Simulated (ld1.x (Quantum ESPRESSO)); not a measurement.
# Mo: variants of one TM potential

Base potential:

- Element: molybdenum
- Generator: ld1.x (Quantum ESPRESSO) 7.5
- Type: norm-conserving Troullier–Martins (Kleinman–Bylander form)
- Functional: LDA (PZ)
- Relativity: scalar-relativistic
- Frozen core: [Ar] 3d10
- Valence charge: 14
- Reference configuration: 4s2 4p6 4d5 5s1 5p0
- Partial waves: 4s (bound): rc 1.25 bohr; 4d (bound): rc 2.50 bohr; 4p (bound): rc 1.55 bohr
- Local potential: the p channel
- Core correction: none

Occupied shells without a wave of their own: 5s. They enter only through the test configuration that unscreens the potential.

All-electron outer shells of the reference configuration (LDA (PZ), scalar-relativistic, ld1.x):

```
shell  level (eV)  outermost node (bohr)  outermost maximum (bohr)
   3p     -378.90                   0.17                      0.38
   3d     -221.32                      –                      0.32
   4s      -64.42                   0.51                      0.99
   4p      -38.59                   0.52                      1.06
   5s       -4.33                   1.34                      2.93
   4d       -3.94                   0.53                      1.38
   5p       -1.16                   1.54                      4.05
```

Cutoffs, loose and tight: the cutoffs (Ry, on a coarse ladder) from which the occupation-weighted sum of valence levels, in a spherical-Bessel basis at the reference potential, stays within 10 and 1 mRy of its value at 400 Ry. They do not see the model core or the augmentation charge, which bear on the density cutoff. Test errors are all-electron minus pseudo excitation energies from the reference, over the configurations 4s2 4p6 4d5 5s0 5p0; 4s2 4p6 4d4 5s0 5p0; 4s2 4p6 4d3 5s0 5p0; 4s2 4p6 4d5 5s0 5p1; 4s2 4p6 4d6 5s0 5p0; 4s2 4p6 4d5 5s0.5 5p0; 4s2 4p5 4d5 5s1 5p0 (two spin-polarised tests are not counted in the largest error). A dash means not determined; rows that change the core or the reference have their own tests.

```csv
change,outcome,"cutoff, loose","cutoff, tight",bound ghosts,largest test error (meV)
base,generated,90 Ry,160 Ry,none,-162
wave 4d (bound): rc 2.50 bohr becomes 4d (bound): rc 1.58 bohr,generated,90 Ry,160 Ry,none,-171
wave 4d (bound): rc 2.50 bohr becomes 4d (bound): rc 1.98 bohr,generated,90 Ry,160 Ry,none,-171
wave 4d (bound): rc 2.50 bohr becomes 4d (bound): rc 2.34 bohr,generated,90 Ry,160 Ry,none,-167
wave 4d (bound): rc 2.50 bohr becomes 4d (bound): rc 2.70 bohr,generated,90 Ry,160 Ry,none,-148
wave 4d (bound): rc 2.50 bohr becomes 4d (bound): rc 3.00 bohr,generated,90 Ry,160 Ry,none,-180
```

Task: What comes out with this change to the base: wave 4d (bound): rc 2.50 bohr becomes 4d (bound): rc 3.74 bohr?

Result: outcome: generated; cutoff, loose: 90 Ry; cutoff, tight: 160 Ry; bound ghosts: none; largest test error (meV): -360.

Task: What comes out with this change to the base: wave 4d (bound): rc 2.50 bohr becomes 4d (bound): rc 3.46 bohr?

Result: outcome: generated; cutoff, loose: 90 Ry; cutoff, tight: 160 Ry; bound ghosts: none; largest test error (meV): -301.

Reading the sweep of the d radius (base included, trends over the rows without a ghost): The loose cutoff stays near 90 Ry. The median size of the test errors (rows with all tests solved) rises from 59.3 meV at 1.58 to 90.0 meV at 3.74 bohr, with one reversal. More of the atom is replaced by a form fitted at one configuration, so other configurations suffer as the radius grows.
